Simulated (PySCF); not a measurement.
Al(F)(OH)(OEt) (C₂H₆AlFO₂), SMILES [O](CC)[Al]([F])[OH].

Coordinates come from a PBE-D3(BJ)/def2-SVP optimisation. The structure was generated by enumeration; whether it is a known compound was not checked. The values are those of a single conformer.

The numbers are results of TDA-PBE/def2-SVPD (PySCF), not measurements.

Vertical excitations. Isolated molecule, no solvent.

```tsv
state	energy (eV)	λ (nm)	f	main pairs
S1	5.07	244	0.010	HOMO→LUMO 99 %
S2	5.36	231	0.020	HOMO−1→LUMO 98 %
S3	6.35	195	0.046	HOMO−2→LUMO 99 %
S4	6.61	188	0.016	HOMO→LUMO+1 60 %, HOMO−1→LUMO+1 38 %
S5	6.80	182	0.053	HOMO−3→LUMO 90 %
S6	6.89	180	0.046	HOMO−1→LUMO+1 53 %, HOMO→LUMO+1 30 %
S7	7.04	176	0.014	HOMO→LUMO+2 98 %
S8	7.13	174	0.008	HOMO→LUMO+3 93 %
S9	7.24	171	0.005	HOMO−4→LUMO 98 %
S10	7.31	170	0.004	HOMO−1→LUMO+2 88 %
T1	4.88	254	0	HOMO→LUMO 99 %
T2	5.15	241	0	HOMO−1→LUMO 99 %
T3	5.98	207	0	HOMO−2→LUMO 99 %
T4	6.17	201	0	HOMO→LUMO+1 95 %
```
Triplets are in the Tamm–Dancoff approximation.
